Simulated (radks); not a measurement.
Question: Calculated with a radial shooting solver on a logarithmic mesh with Libxc functionals: non-relativistic Kohn-Sham, LDA (Slater exchange, Perdew-Wang correlation), spin-polarised, spherical densities, point nucleus; open shells are filled with parallel spins first (spin-orbit coupling, left out, can overturn this in heavy ions). Response by self-consistent Sternheimer equations with the Hartree and adiabatic LDA kernel. For heavy and open-shell atoms this level of theory can miss by tens of per cent. Rank Al, Ca3+, Ge, Te+, Nb2+, He (NIST ground configurations) by static dipole polarisability, largest first.

Answer: Al 65.71, Ge 44.28, Te+ 23.03, Nb2+ 11.08, Ca3+ 2.549, He 1.659 bohr^3.
